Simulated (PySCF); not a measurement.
**Which is lower?**

Two relaxed structures of InBH₃Cl, singlet (PBE0-D4/def2-TZVP; forces vanish, vibrations not checked).

A:

```
6
angstrom
B -0.8729 -0.1860 -1.2610
In 0.7929 -0.2003 0.3007
Cl 2.5070 -0.2216 1.9033
H -1.7900 -0.4798 -0.5381
H -0.7750 0.9617 -1.6114
H -0.4324 -1.0384 -1.9887
```

B:

B1  (-0.884, 0.188, -0.901)
In2  (0.419, -0.001, 0.904)
Cl3  (2.469, -0.964, 0.216)
H4  (-1.603, -0.705, -1.234)
H5  (-0.845, 1.166, -1.585)
H6  (0.459, 0.299, 2.586)
(Å)

Program: PySCF 2.14 with density fitting (its default auxiliary sets; JK sets also for MP2 and CCSD(T)). Basis: def2-TZVPP. Cores are frozen in the correlated methods. Filled d shells of the heavier atoms are correlated. Core potentials replace the inner electrons of the atoms past krypton. The def2 sets are not built for correlating such inner shells, so the correlated values are less sure here. B3LYP uses VWN-RPA correlation.

Problem. Which structure is lower at CCSD(T), and by how much? (Judge from chemistry; the value comes from the calculation.)

Solution. By the calculation: A, by 1.337 eV (electronic energy, against the other). By their contacts, A is InBH₃Cl ([BH3][In][Cl]) and B is InBH₃Cl ([BH2][InH][Cl]).

All methods give the same order:

| method | E(B) − E(A) (eV) |
| --- | --- |
| PBE-D4 | 1.655 |
| r2SCAN-D4 | 1.466 |
| PBE0-D4 | 1.484 |
| B3LYP-D4 | 1.507 |
| wB97M-V | 1.310 |
| HF | 0.853 |
| MP2 | 1.506 |
| CCSD | 1.265 |
| CCSD(T) | 1.337 |

T1 diagnostic: at most 0.014.

Labels in which every atom is bracketed show which atoms are joined, not bond orders.

For scale, one of the runs: CCSD(T)/def2-TZVPP, 165 basis functions, launched by `OMP_NUM_THREADS=2 python run.py`. Hardware: 2 CPU threads of an Intel Xeon, shared host. Wall time 2.9 min; peak host memory 1.6 GiB.
